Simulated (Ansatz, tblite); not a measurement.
Cost and result up the ladder for `FC(F)(F)c1cc2sc(-c3cc4sc(-c5cc6sc(-c7cc8sc(C(F)(F)F)cc8s7)cc6s5)cc4s3)cc2s1` (48 atoms). Charge 0, multiplicity 1. Geometry: PBE-D4/def2-SVP.

Ansatz on 2 threads of AMD EPYC 7R13 on a shared host and a share (18 GiB) of an NVIDIA H100 80GB HBM3; xTB runs through tblite on one thread. Times are rough, summed over both states, and most runs start from the orbitals of an earlier one. PBE0-D4/def2-SVP serves as the yardstick here, not as an exact answer. The other state is a doublet.

The xTB rows come from tblite. Single mean-field runs in def2-SVP are fitted with def2-universal-jkfit.

Run but left out: HF/def2-SVP (charge +1 doublet: ⟨S²⟩ 2.84, where a pure state has 0.75).

Raw xTB energies of ions are shifted by several eV.

```json
{"level": "GFN2-xTB", "functions": "208", "vertical IE (eV)": "11.69", "difference from PBE0-D4/def2-SVP (eV)": "5.11"}
{"level": "PBE0-D4/def2-SVP (with forces)", "functions": "632", "vertical IE (eV)": "6.58", "difference from PBE0-D4/def2-SVP (eV)": "0.00"}
{"level": "GFN1-xTB", "functions": "216", "vertical IE (eV)": "12.14", "difference from PBE0-D4/def2-SVP (eV)": "5.57"}
{"level": "PBE-D4/def2-SVP", "functions": "632", "vertical IE (eV)": "6.22", "difference from PBE0-D4/def2-SVP (eV)": "-0.35"}
```

Problem. Estimate how long each takes.

Solution. GFN1-xTB 0.55 s; GFN2-xTB 0.67 s; PBE-D4/def2-SVP 13 s; PBE0-D4/def2-SVP (with forces) 26 s. On shared hardware such times vary by a factor of up to 3.
